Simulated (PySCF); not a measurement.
Molfile (atoms numbered from 1):
```
C7H10OSi
     RDKit          3D

 19 19  0  0  0  0  0  0  0  0999 V2000
    3.8367    0.7907    0.1673 C   0  0  0  0  0  0  0  0  0  0  0  0
    3.1216   -0.1919    0.1793 C   0  0  0  0  0  0  0  0  0  0  0  0
    2.2358   -1.3167    0.1698 C   0  0  2  0  0  0  0  0  0  0  0  0
    1.5641   -1.7122   -1.1718 C   0  0  0  0  0  0  0  0  0  0  0  0
    0.3698   -1.0276    0.0724 Si  0  0  2  0  0  4  0  0  0  0  0  0
   -0.1729    0.7242   -0.0318 C   0  0  0  0  0  0  0  0  0  0  0  0
   -1.4383    1.1499    0.1002 C   0  0  0  0  0  0  0  0  0  0  0  0
   -2.4697    0.3091    0.2773 O   0  0  0  0  0  0  0  0  0  0  0  0
   -3.7286    0.8881    0.5064 C   0  0  0  0  0  0  0  0  0  0  0  0
    4.4917    1.6410    0.1590 H   0  0  0  0  0  0  0  0  0  0  0  0
    2.5676   -2.1597    0.7893 H   0  0  0  0  0  0  0  0  0  0  0  0
    1.5653   -2.7836   -1.3995 H   0  0  0  0  0  0  0  0  0  0  0  0
    1.8466   -1.0946   -2.0309 H   0  0  0  0  0  0  0  0  0  0  0  0
   -0.4896   -1.9903    0.8019 H   0  0  0  0  0  0  0  0  0  0  0  0
    0.5955    1.4867   -0.1888 H   0  0  0  0  0  0  0  0  0  0  0  0
   -1.7026    2.2167    0.0633 H   0  0  0  0  0  0  0  0  0  0  0  0
   -4.4507    0.0671    0.5969 H   0  0  0  0  0  0  0  0  0  0  0  0
   -4.0341    1.5379   -0.3323 H   0  0  0  0  0  0  0  0  0  0  0  0
   -3.7419    1.4764    1.4403 H   0  0  0  0  0  0  0  0  0  0  0  0
  1  2  3  0
  2  3  1  0
  3  4  1  0
  4  5  1  0
  5  6  1  0
  6  7  2  0
  7  8  1  0
  8  9  1  0
  5  3  1  0
  1 10  1  0
  3 11  1  1
  4 12  1  0
  4 13  1  0
  5 14  1  1
  6 15  1  0
  7 16  1  0
  9 17  1  0
  9 18  1  0
  9 19  1  0
M  END
```

Method: σ from GIAO-HF/pcSseg-1, PBE0-D3(BJ)/def2-SVP geometry, in PySCF 2.14 (single conformer, fast rotation and ring inversion assumed for equivalent nuclei, in vacuum, relativity neglected).

Chemical shifts δ = σref − σ; 13C and 1H and 29Si vs TMS; 17O vs H2O, all at this level.

| atoms | nucleus | count | δ (ppm) |
| --- | --- | --- | --- |
| C3 | 13C | 1 | -11.8 |
| H13 | 1H | 1 | ? |
| C1 | 13C | 1 | 72.3 |
| C9 | 13C | 1 | 53.6 |
| O8 | 17O | 1 | 72.3 |
| H17/H18/H19 | 1H | 3 | 3.42 |
| C7 | 13C | 1 | ? |
| Si5 | 29Si | 1 | -108.3 |
| H16 | 1H | 1 | 6.82 |
| C2 | 13C | 1 | ? |
| C4 | 13C | 1 | 0.5 |
| H15 | 1H | 1 | 4.29 |
| H11 | 1H | 1 | 0.88 |
| H14 | 1H | 1 | ? |
| H10 | 1H | 1 | ? |
| H12 | 1H | 1 | 0.61 |
| C6 | 13C | 1 | 92.4 |

Task: Estimate the values marked ?.

Result: 
- C7: 173.7 ppm, alkene carbon bearing oxygen; an sp2 carbon further deshielded by the attached heteroatom
- C2: 90.5 ppm, alkyne carbon; the triple bond shields along its axis, which puts it between sp3 and sp2 carbons
- H14: 3.57 ppm, hydrogen on a silicon bonded to 3 C, in a 3-membered ring
- H10: 2.23 ppm, hydrogen on a terminal alkyne carbon; it lies on the axis of the triple bond, in its shielding cone
- H13: 0.39 ppm, hydrogen on a three-membered-ring carbon; cyclopropane-type protons are shielded by the ring

Shifts are as computed. Against solution values, carbons near 30 ppm lie about -0 ppm off and those near 130 ppm about +7 ppm. Of 1211 compounds with measured shifts, 218 miss one by over three times the rms of a fit or turn the order of signals round; such compounds aren't used in these exercises. Experimental scales use liquid or dissolved standards, which lie at an offset from isolated H2O (liquid H2O: subtract about 36 ppm).
